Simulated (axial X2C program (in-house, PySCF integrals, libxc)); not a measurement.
Potential curves of BeSi, 2c

Calculated with an in-house relativistic program for diatomic molecules. Two-component (2c) means X2C with spin–orbit coupling and atomic mean-field two-electron Coulomb and Gaunt terms. Basis: Si dyall-v3z [8s7p2d1f], Be dyall-cv3z [8s8p3d1f] (cores contracted in-house); Gaussian nuclei, density fitting, unrestricted open shells. Masses: Si 27.977 u, Be 9.012 u.

State: Ω = 2 (⟨Sz⟩ = 1.00, ⟨Lz⟩ = 1.00 at HF). Energies in kJ/mol from the fragments at the same level (Si + Be). Fits are polynomials in 1 − R0/R over 0.85 to 1.23 times the lowest point R0.

| R (Å) | HF |
| --- | --- |
| 1.9845 | -8.16 |
| 2.0757 | -31.00 |
| 2.1441 | -40.82 |
| 2.2126 | -45.87 |
| 2.2810 | -47.22 |
| 2.3608 | -45.34 |
| 2.4407 | -40.86 |
| 2.5433 | -32.90 |
| 2.6688 | -22.23 |
| 2.8513 | -9.12 |

One determinant describes the state; a PBE0 search over occupations chose it and may have missed a lower one. Dissociation energies refer to the lowest single-determinant-based atoms at the same level and basis. PBE0 can misorder states that lie within some tenths of an eV, so this need not be the ground state of the molecule. The nearest other spin-free determinant of the search, M_S = 0, Λ = 1, lies 0.07 eV up at the distance of the search. With several unpaired electrons one determinant need not be a pure state. A state of lower Ω lies just above, and one determinant can place such states too high, so the state shown need not be the lowest. The search has Ω = 1 only 0.05 eV up. Open-shell Ω = 0 determinants with evenly filled partner blocks cannot be reached by this program, so the Ω shown need not be the lowest component.

Fit the HF curve near its minimum: give the equilibrium distance, the harmonic wavenumber and the well depth.

At HF, 2c: Re = 2.277 Å, ωe ≈ 499 cm⁻¹, De = 0.49 eV to Si + Be; Be follows as 0.477 cm⁻¹.
